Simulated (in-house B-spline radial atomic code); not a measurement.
**Removing one electron from neutral zinc**

Closed shell [Ar] 3d10 4s2. Computed with an all-electron radial atomic-structure program (B-spline basis): Koopmans values of Dirac-Hartree-Fock plus a diagonal self-energy, in second order or with its direct term screened (direct RPA, with the hole-particle interaction, or full time-dependent Hartree-Fock), linearised in energy; no-pair Dirac-Coulomb Hamiltonian, finite nucleus. Shifts add to the Koopmans value (the ΔSCF shift is orbital relaxation alone); the final value takes TDHF screening with Breit and QED.

Command:
```bash
python run_mb.py task.json out
```
Settings (nuclear radius in fm, box in bohr, cutoff in hartree):
```
basis_form          2
Z                   30
core_configuration  [Ar] 3d10 4s2
rms_radius          3.9283
mass_number         64
speed_of_light      137.036
box_radius          30.116
lmax                7
intervals           66
virtual_cutoff      3600.0
```

Cost of the run: 22 s on 1 thread of Arm Neoverse V1, with other jobs on the host.

Energies in eV:

```
subshell  Koopmans  ΔSCF shift  second order  direct RPA  hole-particle  TDHF  Breit + QED  final
   4s1/2     8.126      -0.334             ?           ?              ?     ?            ?      ?
```

What does the self-energy do to 4s1/2?

It shifts the removal energy by 1.090 eV in second order, 0.572 with direct RPA, 0.483 with the hole-particle term and 0.650 with TDHF screening (quasi-particle weight 0.910); Breit and QED add -0.006 eV. The final value is 8.770 eV, against 9.394 eV (NIST, measured). The mixing of s² with p² in the ground state is caught to low order only, which falls short in light ions.
